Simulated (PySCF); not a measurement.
First SCF of a structure search on quartet [Si4]+, at a hand-made tetrahedron geometry. PySCF input:

```python
from pyscf import gto, scf, dft
mol = gto.M(atom='''
Si     0.820200     0.820200     0.820200
Si     0.820200    -0.820200    -0.820200
Si    -0.820200     0.820200    -0.820200
Si    -0.820200    -0.820200     0.820200''',
    basis={'Si': 'def2-TZVP'},
    charge=1, spin=3)
mf = dft.UKS(mol, xc='PBE0')
mf.grids.atom_grid = (50, 194)
aux = {'Si': 'def2-universal-JKFIT'}
mf = mf.density_fit(auxbasis=aux)
mf.conv_tol = 1e-08
mf.diis_space = 10
mf.max_cycle = 60
mf.init_guess = 'minao'
mf.verbose = 4
mf.kernel()
```

Excerpt of the output (cycles alone):

```
init E= -1157.99805850454
cycle= 1 E= -1157.02501764656  delta_E= 0.973  |g|= 0.188  |ddm|= 1.45
cycle= 2 E= -1157.04286896515  delta_E= -0.0179  |g|= 0.119  |ddm|= 0.49
cycle= 3 E= -1157.04608769165  delta_E= -0.00322  |g|= 0.074  |ddm|= 0.197
cycle= 4 E= -1157.05030893196  delta_E= -0.00422  |g|= 0.0275  |ddm|= 0.11
cycle= 5 E= -1157.05132704206  delta_E= -0.00102  |g|= 0.0101  |ddm|= 0.0458
cycle= 6 E= -1157.05178859597  delta_E= -0.000462  |g|= 0.00635  |ddm|= 0.0378
cycle= 7 E= -1157.05221257965  delta_E= -0.000424  |g|= 0.00467  |ddm|= 0.0498
cycle= 8 E= -1157.0524133132  delta_E= -0.000201  |g|= 0.00397  |ddm|= 0.038
cycle= 9 E= -1157.05252775103  delta_E= -0.000114  |g|= 0.00211  |ddm|= 0.0348
cycle= 10 E= -1157.0525607667  delta_E= -3.3e-05  |g|= 0.00174  |ddm|= 0.0138
cycle= 11 E= -1157.05260177757  delta_E= -4.1e-05  |g|= 0.00178  |ddm|= 0.0195
cycle= 12 E= -1157.05263351918  delta_E= -3.17e-05  |g|= 0.0015  |ddm|= 0.0159
cycle= 13 E= -1157.05271356585  delta_E= -8e-05  |g|= 0.00133  |ddm|= 0.047
... 13 lines left out ...
cycle= 27 E= -1157.05287279988  delta_E= -1.1e-07  |g|= 0.000137  |ddm|= 0.00304
cycle= 28 E= -1157.0528731384  delta_E= -3.39e-07  |g|= 0.000106  |ddm|= 0.00363
cycle= 29 E= -1157.05287335405  delta_E= -2.16e-07  |g|= 8.47e-05  |ddm|= 0.00174
cycle= 30 E= -1157.0528734463  delta_E= -9.23e-08  |g|= 6.93e-05  |ddm|= 0.00154
cycle= 31 E= -1157.05287349033  delta_E= -4.4e-08  |g|= 5.87e-05  |ddm|= 0.0009
cycle= 32 E= -1157.05287356239  delta_E= -7.21e-08  |g|= 4.56e-05  |ddm|= 0.00171
cycle= 33 E= -1157.05287358915  delta_E= -2.68e-08  |g|= 3.23e-05  |ddm|= 0.0013
cycle= 34 E= -1157.05287359746  delta_E= -8.31e-09  |g|= 2.81e-05  |ddm|= 0.000526
Extra cycle  E= -1157.05287360233  delta_E= -4.87e-09  |g|= 3.89e-05  |ddm|= 0.000168
converged SCF energy = -1157.05287360233  <S^2> = 3.977756  2S+1 = 4.1123016
```

No lower solution of this spin was found from smeared starts or by a stability analysis within the unrestricted form.

The search for the lowest solution, 3 starts and the stability check together, took 83 s on 4 threads of a shared Arm Neoverse V1 host, with 148 basis functions; the process peaked at 0.63 GiB. Launch command: `OMP_NUM_THREADS=4 python axn.py task.json out`.
